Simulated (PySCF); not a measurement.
**Ionisation energy along the 4-electron series**

Calculated with PySCF 2.14 and a two-component X2C-1e Hamiltonian (Gaussian nucleus, no Breit or QED terms), each ion in its own even-tempered basis scaled to its charge; GMP2 freezes nothing and drops the highest virtual spinors. Values in eV. NIST values: (m) measured, (s) semi-empirical, (t) theoretical.

```json
{"ion": "P¹¹⁺", "configuration": "[He] 2s2", "GHF (screened spin-orbit)": "555.83", "GMP2 (screened spin-orbit)": "558.79", "NIST": "560.62 ± 0.1 (s)"}
{"ion": "S¹²⁺", "configuration": "[He] 2s2", "GHF (screened spin-orbit)": "646.96", "GMP2 (screened spin-orbit)": "650.07", "NIST": "651.96 ± 0.12 (s)"}
{"ion": "Cl¹³⁺", "configuration": "[He] 2s2", "GHF (screened spin-orbit)": "745.03", "GMP2 (screened spin-orbit)": "748.31", "NIST": "750.23 ± 0.19 (s)"}
```

Between Z = 15 and Z = 17 the GMP2 (screened spin-orbit) value grows as Z to the power 2.33.
